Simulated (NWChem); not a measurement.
System: TeO, triplet; SMILES O=[Te]

The following NWChem deck was run.

```
start job
memory heap 200 mb stack 900 mb global 1100 mb
geometry units angstroms noautoz
  O      0.000000     0.000000    -1.587101
  Te     0.000000     0.000000     0.263563
end
basis spherical
  O library def2-tzvp
  Te library def2-tzvp
end
ecp
  Te library def2-ecp
end
dft
  odft
  mult 3
  xc xcamb88 1.00 lyp 1.0 hfexch 1.00
  cam 0.33 cam_alpha 0.0 cam_beta 1.0
  iterations 150
  mulliken
end
task dft energy
```

Excerpt of the output:

```
             Northwest Computational Chemistry Package (NWChem) 7.3.0
             --------------------------------------------------------

 ORDER OF PRIMARY AXIS IS BEING SET TO 4
 C4V symmetry detected

                             Geometry "geometry" -> ""
                             -------------------------

 Output coordinates in angstroms (scale by  1.889725989 to convert to a.u.)

  No.       Tag          Charge          X              Y              Z
 ---- ---------------- ---------- -------------- -------------- --------------
    1 O                    8.0000     0.00000000     0.00000000    -1.60390880
    2 Te                  52.0000     0.00000000     0.00000000     0.24675520

 Effective nuclear repulsion energy (a.u.)     118.9506769375

      Symmetry information
      --------------------

 Group name             C4v
 Group number             18
 Group order               8
 No. of unique centers     2

                                 NWChem DFT Module
                                 -----------------

 Summary of "ao basis" -> "ao basis" (spherical)
 ------------------------------------------------------------------------------
       Tag                 Description            Shells   Functions and Types
 ---------------- ------------------------------  ------  ---------------------
 O                         def2-tzvp                11       31   5s3p2d1f
 Te                        def2-tzvp                16       50   6s5p3d2f

      Symmetry analysis of basis
      --------------------------

        a1         27
        a2          0
        b1          8
        b2          8
        e          38

            General Information
            -------------------
          SCF calculation type: DFT
          Wavefunction type:  spin polarized.
          No. of atoms     :     2
          No. of electrons :    32
           Alpha electrons :    17
            Beta electrons :    15
          Charge           :     0
          Spin multiplicity:     3
          Use of symmetry is: on ; symmetry adaption is: on
          Maximum number of iterations: 150
          AO basis - number of functions:    81
                     number of shells:    27
          Convergence on energy requested:  1.00D-06
          Convergence on density requested:  1.00D-05
          Convergence on gradient requested:  5.00D-04

              XC Information
              --------------
                     Hartree-Fock (Exact) Exchange  1.000
                   CAM-Becke88 Exchange Functional  1.000
              Lee-Yang-Parr Correlation Functional  1.000

           Range-Separation Parameters
           ---------------------------
           Alpha           :  0.00
           Beta            :  1.00
           Gamma           :  0.33
           Short-Range HF  :     F

             Grid Information
             ----------------
          Grid used for XC integration:  medium
          Radial quadrature: Mura-Knowles
          Angular quadrature: Lebedev.
          Tag              B.-S. Rad. Rad. Pts. Rad. Cut. Ang. Pts.
          ---              ---------- --------- --------- ---------
          O                   0.60       49           8.0       434
          Te                  1.40      123           7.0       590
          Grid pruning is: on
          Number of quadrature shells:   172
          Spatial weights used:  Erf1

      Superposition of Atomic Density Guess
      -------------------------------------

 Sum of atomic energies:        -386.05256127

      Non-variational initial energy
      ------------------------------

 Total energy =    -341.636371
 1-e energy   =    -679.333286
 2-e energy   =     282.796603
 HOMO         =      -0.198720
 LUMO         =      -0.198720

 !!!!!!!!!!!!!!!!!!!!!!!!!!!!!!!!!!!!!!!!!!!!!!!!!!!!!!!!!!!!!!!!!!!!!!
 Warning - the HOMO and LUMO are degenerate and you are using symmetry.
 This can lead to non-variational energies and poor convergence.
 Modify the initial guess, or use an open-shell wavefunction, or turn
 off symmetry.
 !!!!!!!!!!!!!!!!!!!!!!!!!!!!!!!!!!!!!!!!!!!!!!!!!!!!!!!!!!!!!!!!!!!!!!

   Symmetry analysis of molecular orbitals - initial alpha
   -------------------------------------------------------

 !! scf_movecs_sym_adapt:   16 vectors were symmetry contaminated

  Symmetry fudging

 !! scf_movecs_sym_adapt:   14 vectors were symmetry contaminated

  Numbering of irreducible representations:

     1 a1          2 a2          3 b1          4 b2          5 e

  Orbital symmetries:

     1 a1          2 a1          3 a1          4 e           5 e
     6 a1          7 e           8 e           9 b2         10 b1
    11 a1         12 a1         13 e          14 e          15 a1
    16 e          17 e          18 a1         19 e          20 e
    21 a1         22 b2         23 b1         24 a1         25 e
    26 e          27 a1

   Symmetry analysis of molecular orbitals - initial beta
   ------------------------------------------------------

 !! scf_movecs_sym_adapt:   16 vectors were symmetry contaminated

  Symmetry fudging

 !! scf_movecs_sym_adapt:   14 vectors were symmetry contaminated

  Numbering of irreducible representations:

     1 a1          2 a2          3 b1          4 b2          5 e

  Orbital symmetries:

     1 a1          2 a1          3 a1          4 e           5 e
     6 a1          7 e           8 e           9 b2         10 b1
    11 a1         12 a1         13 e          14 e          15 a1
    16 e          17 e          18 a1         19 e          20 e
    21 a1         22 b2         23 b1         24 a1         25 e
    26 e          27 a1

     ---------------------------------------------
      Total Density - Mulliken Population Analysis
     ---------------------------------------------

    Atom       Charge   Shell Charges
 -----------   ------   -------------------------------------------------------
    1 O    8     9.05   0.79  1.18  0.62  1.01  0.30  1.98  2.17  0.99  0.00  0.01  0.00
    2 Te  24    22.95   0.28 -0.84  1.56  1.00  1.08  0.88 -0.50  6.45  0.81  1.49  0.63  9.09  0.91  0.08  0.03  0.00

     --------------------------------------------
      Spin Density - Mulliken Population Analysis
     --------------------------------------------

    Atom       Charge   Shell Charges
 -----------   ------   -------------------------------------------------------
    1 O    8     0.26   0.00  0.00 -0.00  0.00 -0.00  0.14  0.12  0.00  0.00  0.00 -0.00
    2 Te  24     1.74  -0.00  0.00  0.00  0.00  0.00  0.00 -0.01  0.02  0.37  0.88  0.47  0.00  0.00  0.01  0.00  0.00

   convergence    iter        energy       DeltaE   RMS-Dens  Diis-err
 ---------------- ----- ----------------- --------- --------- ---------
 d= 0,ls=0.0,diis     1   -342.7223434860 -3.98D+02  9.95D-03  2.56D-01
                                                     1.23D-02  2.91D-01
 d= 0,ls=0.0,diis     2   -342.2910965975  4.31D-01  5.22D-03  1.48D+00
                                                     6.82D-03  1.26D+00
 d= 0,ls=0.0,diis     3   -342.8649143010 -5.74D-01  6.01D-04  3.10D-03
                                                     6.87D-04  2.66D-03
 d= 0,ls=0.0,diis     4   -342.8664490000 -1.53D-03  2.23D-04  8.55D-04
                                                     2.07D-04  6.98D-04
 d= 0,ls=0.0,diis     5   -342.8668467104 -3.98D-04  1.44D-04  2.47D-04
                                                     1.43D-04  6.98D-05
  Resetting Diis
 d= 0,ls=0.0,diis     6   -342.8670136047 -1.67D-04  1.47D-04  9.13D-05
                                                     1.37D-04  2.02D-05
 d= 0,ls=0.0,diis     7   -342.8671012538 -8.76D-05  6.81D-05  1.69D-05
                                                     3.65D-05  4.25D-06
 d= 0,ls=0.0,diis     8   -342.8671037360 -2.48D-06  1.58D-05  1.71D-05
                                                     3.41D-05  3.13D-05
 d= 0,ls=0.0,diis     9   -342.8671142668 -1.05D-05  4.79D-05  3.70D-06
                                                     3.61D-05  7.33D-07
 d= 0,ls=0.0,diis    10   -342.8671193399 -5.07D-06  1.67D-05  5.50D-07
                                                     1.18D-05  1.30D-07
 d= 0,ls=0.0,diis    11   -342.8671198192 -4.79D-07  2.82D-06  2.46D-08
                                                     1.75D-06  1.14D-08

         Total DFT energy =     -342.867119819194
      One electron energy =     -679.597759094070
           Coulomb energy =      310.746239005381
    Exchange-Corr. energy =      -28.915912163200
 Nuclear repulsion energy =       54.900312432696

 Numeric. integr. density =       32.000004982659

                  Occupations of the irreducible representations
                  ----------------------------------------------

                     irrep           alpha         beta
                     --------     --------     --------
                     a1                7.0          7.0
                     a2                0.0          0.0
                     b1                1.0          1.0
                     b2                1.0          1.0
                     e                 8.0          6.0

                    DFT Final Alpha Molecular Orbital Analysis
                    ------------------------------------------

 Vector   15  Occ=1.000000D+00  E=-4.735662D-01  Symmetry=a1
              MO Center=  6.7D-16, -1.6D-15, -9.3D-01, r^2= 2.2D+00
   Bfn.  Coefficient  Atom+Function         Bfn.  Coefficient  Atom+Function
  ----- ------------  ---------------      ----- ------------  ---------------
     8      0.390533  1 O  pz                11      0.309933  1 O  pz
    43      0.302998  2 Te pz                46     -0.274548  2 Te pz
    49     -0.255590  2 Te pz                37     -0.252380  2 Te s
    14      0.206381  1 O  pz                 5     -0.132005  1 O  s
    33     -0.106766  2 Te s                 34      0.094897  2 Te s

[...]
```

Level: LC-BLYP (range parameter 0.33 per bohr)/def2-TZVP with def2 effective core potentials on Te, spin-unrestricted. Geometry: optimised at PBE0/def2-SVP, spin-unrestricted. No stability test was run on the SCF state. def2 effective core potentials on Te; no spin-orbit coupling.
